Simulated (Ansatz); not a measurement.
# Relative stability

The two ends of one reaction step of CH$_{8}$GeO, closed shell (PBE0-D4/def2-TZVP).

A:

| atom | x (Å) | y (Å) | z (Å) |
| --- | --- | --- | --- |
| Ge1 | -0.5401 | 1.4259 | -1.2890 |
| H2 | 0.7157 | 1.6425 | -0.4314 |
| H3 | -0.2337 | 0.4675 | -2.4444 |
| H4 | -0.9619 | 2.7881 | -1.8713 |
| H5 | -1.6819 | 0.8848 | -0.4221 |
| H6 | 1.3225 | -1.3342 | -0.2420 |
| O7 | 0.3931 | -1.3407 | -0.0027 |
| C8 | 0.2863 | -1.1677 | 1.3932 |
| H9 | 0.7815 | -1.9729 | 1.9486 |
| H10 | 0.6948 | -0.2052 | 1.7246 |
| H11 | -0.7763 | -1.1884 | 1.6365 |

B:

```
11
angstrom
Ge -1.3141 0.7225 -0.8020
H 3.1932 -0.6223 -1.0146
H -0.9504 1.1219 -2.2340
H -1.6830 1.9416 0.0660
H -2.4536 -0.3146 -0.7581
H 2.4741 -0.4417 -0.9118
O 0.1650 -0.0216 -0.1470
C 0.1357 -0.4945 1.1769
H 1.1191 -0.9106 1.4096
H -0.0745 0.3067 1.8983
H -0.6114 -1.2875 1.3167
```

Program: Ansatz 0.2.0. Basis: def2-TZVPP. Cores are frozen in the correlated methods. Filled d shells of the heavier atoms are correlated. The def2 sets are not built for correlating such inner shells, so the correlated values are less sure here. B3LYP uses VWN-RPA correlation.

(1) Which structure is lower at CCSD(T), and by how much? (To be estimated.)

(2) Do the other methods give the same order? (A judgement: the text doesn't fix the answer.)

No T1 diagnostic of these runs exceeds 0.012.

## Answers

(1) Computed: A, by 3.6 kJ/mol (electronic energy, against the other); a gap this small isn't resolved in one triple-zeta basis. By their contacts, A is a complex of CH₄O ([CH3][OH]) + GeH₄ and B is a complex of CH₆GeO ([CH3][O][GeH3]) + H₂.

(2) By the calculation: Not all: BLYP-D4, MP2 give the other order.

| method | E(B) − E(A) (kJ/mol) |
| --- | --- |
| SPW92 | 14.0 |
| PBE-D4 | 7.0 |
| BLYP-D4 | -0.9 |
| r2SCAN-D4 | 3.7 |
| B97M-V | 8.5 |
| PBE0-D4 | 11.0 |
| B3LYP-D4 | 3.9 |
| r2SCAN0-D4 | 8.1 |
| BHLYP-D4 | 6.7 |
| CAM-B3LYP-D4 | 6.0 |
| wB97X-V | 5.2 |
| wB97M-V | 7.3 |
| B2PLYP | 1.8 |
| PBE-QIDH | 6.4 |
| RPA on PBE | 2.5 |
| HF | 9.6 |
| MP2 | -3.4 |
| CCSD | 6.8 |
| CCSD(T) | 3.6 |

Labels in which every atom is bracketed show which atoms are joined, not bond orders.

For scale, one of the runs: CCSD(T)/def2-TZVPP, 222 basis functions, launched by `ansatz run in.yaml --threads 4 --pin off --events-out ev --progress --plain --max-ram 9574MiB`. Hardware: 4 CPU threads of an Arm Neoverse V2, shared host. Wall time 71 s; peak host memory 3.6 GiB.
